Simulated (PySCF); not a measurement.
Input for PySCF: R-BP86/6-31G* on AsBH6 (a complex), monomers drawn apart or pushed together.

```python
from pyscf import gto, scf, dft, mp
from pyscf.data.elements import chemcore

mol = gto.M(
    atom='''
    B    -0.00516141   -0.05976899    0.62956386
    H    -0.86617620    0.77755847    0.57872414
    H    -0.35291625   -1.18244247    0.37704423
    H     1.06645547    0.26575107    0.19284969
    As    0.67904973   -0.26247946    4.32482068
    H    -0.44300963   -0.65237817    5.25661806
    H     1.15173903    0.97368208    5.05129385
    H     1.72740917   -1.22770691    4.82340218
    ''',
    basis='6-31g*',
    cart=True,
    charge=0, spin=0, verbose=3, max_memory=1800)
mf = dft.RKS(mol, xc='b88,p86')
mf.conv_tol = 1e-8
mf.max_cycle = 100
mf.kernel()
if not mf.converged:
    mf = mf.newton().run(mf.mo_coeff, mf.mo_occ)
```

The log:

```
converged SCF energy = -2264.2349191249
```

The run converged.

Cost: around 2.6 core-seconds (rough).
